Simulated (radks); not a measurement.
Values are calculated unless marked as measured or tabulated.
Question: The table gives one normalised radial function P(r) = r R(r) of Cr in [Ne] 3s2 3p(up 3, down 3) 3d5 4s1 (r in bohr). Code: a radial shooting solver on a logarithmic mesh with Libxc functionals. Model: scalar-relativistic Kohn-Sham, BLYP, spin-polarised, spherical densities, finite nucleus; open shells are filled with parallel spins first; Fermi nuclear charge, rms radius 3.6452 fm.

r,P
0.008142,0.1781
0.01077,0.2192
0.01414,0.2623
0.01856,0.3041
0.02436,0.3373
0.03198,0.3501
0.04198,0.3265
0.0551,0.2485
0.07232,0.1019
0.09492,-0.1117
0.1246,-0.3588
0.1649,-0.5673
0.2164,-0.6113
0.284,-0.4008
0.3728,0.0680
0.4894,0.6468
0.6423,1.0788
0.8431,1.1575
1.107,0.8991
1.453,0.5152
1.907,0.2132
2.503,0.0604
3.311,0.0101
4.346,0.0010
5.705,0.0000
7.488,0.0000
9.829,0.0000

Which n and l does it have? It may be an empty orbital.

Answer: n = 3, l = 0: the number of nodes gives n - l - 1 = 2, the rise at small r (about r^(l+1)) gives l, and the extent must fit the shell. The curve is that of 3s up; the table hardly tells the two spins apart. 3s up: eigenvalue -74.469 eV, 2 radial nodes at r = 0.0831, 0.361 bohr, <r> = 0.902 bohr, 90 % of the charge inside 1.35 bohr.
